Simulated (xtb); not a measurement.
xtb input (GFN1-xTB):

```bash
xtb mol.xyz --gfn 1 --sp --chrg -1 --uhf 0
```
mol.xyz:
```
14

Si     0.12734211     0.00758897     0.01475716
C      1.86634739     0.22625070    -0.09896639
C     -0.59355994    -1.24848416    -1.22606831
C     -0.88495938     1.61177901    -0.18244160
O     -0.48279133    -0.60041784     1.51075848
H      2.53824963    -0.56472547    -0.42273484
H      2.36406205     1.14503182     0.20110579
H     -0.57958913    -0.85403884    -2.24576212
H     -1.62320523    -1.52110247    -0.97160939
H      0.00394776    -2.16573223    -1.21566892
H     -1.92794630     1.47011697     0.11979945
H     -0.86725283     1.96955577    -1.21551470
H     -0.46106275     2.39862947     0.44973370
H      0.30536945    -0.71791121     2.05284078
```

End of the output:

```
         :::::::::::::::::::::::::::::::::::::::::::::::::::::
         ::                     SUMMARY                     ::
         :::::::::::::::::::::::::::::::::::::::::::::::::::::
         :: total energy             -17.984012287127 Eh    ::
         :: gradient norm              0.024193547502 Eh/a0 ::
         :: HOMO-LUMO gap              4.945129114519 eV    ::
         ::.................................................::
         :: SCC energy               -18.185759687826 Eh    ::
         :: -> electrostatic           0.164918957868 Eh    ::
         :: repulsion energy           0.206625195498 Eh    ::
         :: dispersion energy         -0.004877794799 Eh    ::
         :: halogen bond corr.         0.000000000000 Eh    ::
         :: add. restraining           0.000000000000 Eh    ::
         :: total charge              -1.000000000000 e     ::
         :::::::::::::::::::::::::::::::::::::::::::::::::::::

           -------------------------------------------------
          |                Property Printout                |
           -------------------------------------------------

    * Orbital Energies and Occupations

         #    Occupation            Energy/Eh            Energy/eV
      -------------------------------------------------------------
         1        2.0000           -0.5490941             -14.9416
       ...           ...                  ...                  ...
         4        2.0000           -0.3950703             -10.7504
         5        2.0000           -0.3721497             -10.1267
         6        2.0000           -0.3399387              -9.2502
         7        2.0000           -0.3276093              -8.9147
         8        2.0000           -0.3258224              -8.8661
         9        2.0000           -0.3220312              -8.7629
        10        2.0000           -0.3171628              -8.6304
        11        2.0000           -0.3059911              -8.3264
        12        2.0000           -0.2883764              -7.8471
        13        2.0000           -0.2761992              -7.5158
        14        2.0000           -0.2275001              -6.1906
        15        2.0000           -0.2232629              -6.0753
        16        2.0000           -0.1334194              -3.6305 (HOMO)
        17                          0.0483108               1.3146 (LUMO)
        18                          0.0507627               1.3813
Note: The following floating-point exceptions are signalling: IEEE_DENORMAL
normal termination of xtb
        19                          0.0657013               1.7878
        20                          0.0922385               2.5099
        21                          0.0964614               2.6248
        22                          0.1046309               2.8472
        23                          0.1283800               3.4934
        24                          0.1285366               3.4977
        25                          0.1516199               4.1258
        26                          0.1738240               4.7300
        27                          0.1852273               5.0403
       ...                                ...                  ...
        43                          1.4156765              38.5225
      -------------------------------------------------------------
                  HL-Gap            0.1817302 Eh            4.9451 eV
             Fermi-level           -0.0425543 Eh           -1.1580 eV

  Mulliken/CM5 charges         n(s)   n(p)   n(d)
     1Si    0.19680  0.02004   1.099  1.828  0.876
     2C    -0.50095 -0.55032   0.975  3.526  0.000
     3C    -0.17584 -0.28479   0.996  3.179  0.000
     4C    -0.17584 -0.28479   0.996  3.179  0.000
     5O    -0.59556 -0.76940   1.683  4.913  0.000
     6H    -0.00751  0.04729   1.008  0.000  0.000
     7H    -0.00751  0.04729   1.008  0.000  0.000
     8H    -0.01188  0.04218   1.012  0.000  0.000
     9H    -0.00226  0.05266   1.002  0.000  0.000
    10H    -0.00150  0.05313   1.001  0.000  0.000
    11H    -0.00226  0.05266   1.002  0.000  0.000
    12H    -0.01188  0.04218   1.012  0.000  0.000
    13H    -0.00150  0.05313   1.001  0.000  0.000
    14H     0.29767  0.47874   0.702  0.000  0.000

Wiberg/Mayer (AO) data.
largest (>0.10) Wiberg bond orders for each atom

 ---------------------------------------------------------------------------
     #   Z sym  total        # sym  WBO       # sym  WBO       # sym  WBO
 ---------------------------------------------------------------------------
     1  14 Si   4.954 --     2 C    1.628     5 O    1.127     3 C    0.953
                             4 C    0.953
     2   6 C    3.685 --     1 Si   1.628     6 H    0.948     7 H    0.948
     3   6 C    3.920 --     8 H    0.970     9 H    0.966    10 H    0.964
                             1 Si   0.953
     4   6 C    3.920 --    12 H    0.970    11 H    0.966    13 H    0.964
                             1 Si   0.953
     5   8 O    2.080 --     1 Si   1.127    14 H    0.864
     6   1 H    1.004 --     2 C    0.948
     7   1 H    1.004 --     2 C    0.948
     8   1 H    1.011 --     3 C    0.970
     9   1 H    1.008 --     3 C    0.966
    10   1 H    1.008 --     3 C    0.964
    11   1 H    1.008 --     4 C    0.966
    12   1 H    1.011 --     4 C    0.970
    13   1 H    1.008 --     4 C    0.964
    14   1 H    0.959 --     5 O    0.864
 ---------------------------------------------------------------------------

Topologies differ in total number of bonds
Writing topology from bond orders to xtbtopo.mol

 dipole moment from electron density (au)
     X       Y       Z
  -0.9033  -0.1582   0.1813  total (Debye):    2.376

           -------------------------------------------------
          | TOTAL ENERGY              -17.984012287127 Eh   |
          | GRADIENT NORM               0.024193547502 Eh/α |
          | HOMO-LUMO GAP               4.945129114519 eV   |
           -------------------------------------------------

------------------------------------------------------------------------
------------------------------------------------------------------------
 total:
 SCF:
```

It need not be the lowest isomer of its formula. Whether it binds its extra electron was not tested at this geometry.
